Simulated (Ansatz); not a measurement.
Born–Oppenheimer molecular dynamics of C2H7Ga (10 atoms, charge 0, multiplicity 1). It starts from a relaxed structure.

These are results of RKS PBE/def2-SVP in Ansatz, not measurements.

```yaml
ensemble: NVT, Langevin thermostat
time_step: 1 fs
steps_asked: 150
set_temperature: 200 K
friction: 0.005 /fs
seed: 822530
```

First frame:

```xyz
10
Properties=species:S:1:pos:R:3
Ga 0.042 0.012 0.024
C -0.013 0.060 2.006
H -0.745 -0.678 2.397
H 0.974 -0.130 2.473
H -0.367 1.060 2.338
C 1.732 -0.078 -1.011
H 1.762 -1.025 -1.592
H 1.773 0.746 -1.754
H 2.637 -0.030 -0.374
H -1.335 0.062 -0.776
```

Q: How far do the bonds stretch over the last three quarters of this one trajectory? (Pairs bonded in most of those frames.)

A: 
| bond | mean (Å) | spread (Å) | shortest | longest |
| --- | --- | --- | --- | --- |
| Ga1–C2 | 1.984 | 0.035 | 1.94 | 2.04 |
| Ga1–C6 | 1.982 | 0.026 | 1.95 | 2.04 |
| Ga1–H10 | 1.594 | 0.025 | 1.54 | 1.63 |
| C2–H3 | 1.111 | 0.012 | 1.09 | 1.13 |
| C2–H4 | 1.109 | 0.013 | 1.09 | 1.13 |
| C2–H5 | 1.113 | 0.022 | 1.07 | 1.15 |
| C6–H7 | 1.115 | 0.022 | 1.07 | 1.16 |
| C6–H8 | 1.110 | 0.028 | 1.05 | 1.17 |
| C6–H9 | 1.109 | 0.016 | 1.08 | 1.14 |

Mean temperature of the second half: 126 K. The mean temperature of the second half is 37 % below the set value. A run of 0.15 ps of so small a system gives no equilibrium averages.

The run took 5.8 min on 1 thread of Arm Neoverse V2 (shared host), peak memory 0.12 GiB.
